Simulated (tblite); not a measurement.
Compound: C₈H₁₁ (doublet state).
SMILES with atom numbers: `[CH2:1]=[C:2]=[C:3]([CH3:4])[CH2:5]/[CH:6]=[C:7]\[CH3:8]` (hydrogens: H9, H10 on C1; H11, H12, H13 on C4; H14, H15 on C5; H16 on C6; H17, H18, H19 on C8)

Computed geometry: GFN2-xTB, gas phase. This method treats the open shell by occupation alone, without spin polarisation.

(1) List the bond lengths, angles and torsions at this level.

Answers

(1) 
```csv
bond,length (Å),order
C1=C2,1.295,double
C2=C3,1.302,double
C3–C4,1.503,single
C3–C5,1.502,single
C5–C6,1.537,single
C6=C7,1.292,double
C7–C8,1.459,single
C1–H9,1.080,single
C1–H10,1.080,single
"C4–H11, C4–H12, C4–H13",1.089,single
"C5–H14, C5–H15",1.091,single
C6–H16,1.083,single
"C8–H17, C8–H18, C8–H19",1.093,single
```

Bonds in one row agree within 0.01 Å and their mean is given. Orders are formal, as drawn. A selection of angles:
```csv
angle,degrees
C1–C2–C3,178.9
C2–C3–C4,122.2
C2–C3–C5,121.7
C4–C3–C5,116.1
C3–C5–C6,109.4
C5–C6–C7,125.4
C6–C7–C8,142.5
```

Torsions: C2–C3–C5–C6 101° (anticlinal); C3–C5–C6–C7 113° (anticlinal); C5–C6–C7–C8 1° (synperiplanar). The mirror-image conformer, all signs reversed, is as good.

Of the pairs four or more bonds apart, C6···H11 is among the closest relative to their van der Waals radii: 2.85 Å, 98 % of the sum of Bondi's values. C3 (carbon bonded to 3 C) is planar (angles 122.2°, 121.7° and 116.1°, sum 359.9°, 0.02 Å off the plane of its three neighbours). C1 (carbon bonded to C and 2 H) is planar (angles 121.9°, 121.9° and 116.2°, sum 360.0°, 0.00 Å off the plane of its three neighbours). C6 (carbon bonded to 2 C and H) is planar (angles 125.4°, 121.6° and 112.9°, sum 360.0°, 0.01 Å off the plane of its three neighbours). The 7 C–C bonds span 1.292 Å (C6=C7, drawn double) to 1.537 Å (C5–C6, drawn single), a spread of 0.245 Å.

Point group: C1 (no symmetry element, even within 0.4 Å). GFN2-xTB frequencies show an imaginary mode (72i cm⁻¹), so the point is no minimum at that level. 3 starts were optimised and ended at 0.00, 0.42 and 1.99 kcal/mol (GFN2-xTB); the lowest of these is shown.
